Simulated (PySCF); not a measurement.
## Solvent effects on NMR parameters

Atom-mapped SMILES (the numbers label the heavy atoms): `[CH3:1][CH2:2][P+:3]([CH2:4][CH3:5])([CH2:6][CH3:7])[CH2:8][CH3:9]` (H(Xn): hydrogen on atom n).

GIAO PBE0/pcSseg-1 in PySCF on one PBE0-D3(BJ)/def2-SVP conformer, non-relativistic, equivalent nuclei averaged. Solvents enter as an IEF-PCM continuum (chloroform with ε = 4.7, dichloromethane with ε = 8.9, water with ε = 78.4) around the gas-phase geometry. Shifts are referred to TMS, PH3 computed in the same medium.

In chloroform, δ in ppm: C2/C4/C6/C8 12.9, C1/C5/C7/C9 6.2, P3 293.4, H(C2)/H(C4)/H(C6)/H(C8) 1.91, H(C1)/H(C5)/H(C7)/H(C9) 1.21. Dipole moment 0.02 D.

(1) How does each δ change in the more polar media?

(2) Which nuclei move most (in ppm), and what does the model miss?

Results:

(1) 
```csv
atoms,environment,"Δδ, dichloromethane","Δδ, water"
C2/C4/C6/C8,sp3 CH2 bonded to P,+0.1,+0.2
C1/C5/C7/C9,methyl carbon,+0.2,+0.4
P3,phosphorus bonded to 4 C,+0.9,+2.0
H(C2)/H(C4)/H(C6)/H(C8),hydrogen on an sp3 CH2 bonded to P,+0.03,+0.06
H(C1)/H(C5)/H(C7)/H(C9),hydrogen on a methyl carbon,-0.02,-0.04
```

Changes are relative to chloroform.

(2) P3 (phosphorus bonded to 4 C, +2.0 ppm) in water. A continuum only polarises the solute; specific hydrogen bonds, the anisotropy of aromatic solvents and changes of geometry or conformer are outside it, as are counter-ions.
